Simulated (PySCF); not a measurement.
Compound: C₄H₅NSe.
Bonds: C1–C2, C2–C3 (aromatic), C3–C4 (aromatic), C4–Se5 (aromatic), Se5–N6 (aromatic), C2–N6 (aromatic). Hydrogens: H7, H8, H9 on C1; H10 on C3; H11 on C4.

Computed with PySCF at B3LYP/def2-SVPD, non-relativistic, on one gas-phase PBE0-D3(BJ)/def2-SVP geometry that isn't relaxed in the solvent. The solvent is an IEF-PCM continuum (Bondi radii, 1.10 Å for H, scaled by 1.2). Specific hydrogen bonds and non-electrostatic terms are outside this model. Spin–orbit coupling is left out although an atom past zinc is present.

Gas phase at B3LYP/def2-SVPD: HOMO -6.77 eV, LUMO -1.22 eV, dipole 2.23 D.

Question: What does the continuum do to the energy, the frontier levels and the dipole at B3LYP/def2-SVPD in cyclohexane and acetonitrile?

Answer: 
| solvent | ε | E(solvent) − E(gas) (kJ/mol) | polarisation term (kJ/mol) | distortion of the solute (kJ/mol) | HOMO (eV) | LUMO (eV) | dipole (D) |
| --- | --- | --- | --- | --- | --- | --- | --- |
| cyclohexane | 2.017 | -6.84 | -7.41 | 0.57 | -6.75 | -1.21 | 2.60 |
| acetonitrile | 35.69 | -18.43 | -23.18 | 4.75 | -6.79 | -1.23 | 3.33 |

Polarisation term: ½ Σ q·V over the induced surface charges. Distortion: the rise of the solute's own energy as its density leaves the gas-phase optimum. From cyclohexane to acetonitrile the lowering changes by a factor 2.70, Onsager's factor (ε − 1)/(2ε + 1) by 2.37 and ε itself by 17.7.

Question: Which radius a makes the point-dipole formula ΔE = −[(ε − 1)/(2ε + 1)]·μ²/a³ give the value in acetonitrile, with the gas-phase dipole?

Answer: μ = 0.876 au and |ΔE| = 0.00702 Eh give a = 1.98 Å; the farthest nucleus lies 3.05 Å from the centroid of the nuclei, so such a sphere wouldn't even hold the nuclei. The formula assumes a rigid point dipole at the centre of a sphere.

Question: How does the static polarisability (B3LYP/def2-SVPD, frozen core, with the continuum's full static response) change?

Answer: 
| medium | isotropic (au) | principal values (au) | ⟨r²⟩ of the electrons (bohr²) |
| --- | --- | --- | --- |
| gas | 78.7 | 53.6, 78.1, 104.5 | 804.3 |
| cyclohexane | 90.0 | 60.2, 89.6, 120.3 | 803.8 |
| acetonitrile | 111.4 | 75.6, 111.5, 147.1 | 802.9 |

The isotropic value in acetonitrile is 1.42 times the gas-phase one; no cavity-field correction is applied. ⟨r²⟩ is taken about the centre of nuclear charge.
